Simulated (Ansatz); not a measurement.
The cluster Cu₂S⁺. Total charge 1; doublet. Geometry relaxed at PBE0-D4/def2-TZVP.

```xyz
3

Cu   -0.4708    0.1195    1.6046
Cu    0.6247   -0.9554   -1.2278
S    -0.1539    0.8360   -0.3768
```

The relaxation made no stability test and no search for a lower SCF solution. The structure comes from a short search, and lower isomers may exist.

Task: Estimate the harmonic wavenumbers at UKS PBE0-D4/def2-TZVP (Ansatz, unscaled). Is this a minimum?

Result: 51, 342, 361 cm⁻¹. Yes, no mode is imaginary beyond noise. Zero-point energy 4.5 kJ/mol. Hardware: 4 threads of Arm Neoverse V1 on a shared host. Wall time 16 s.
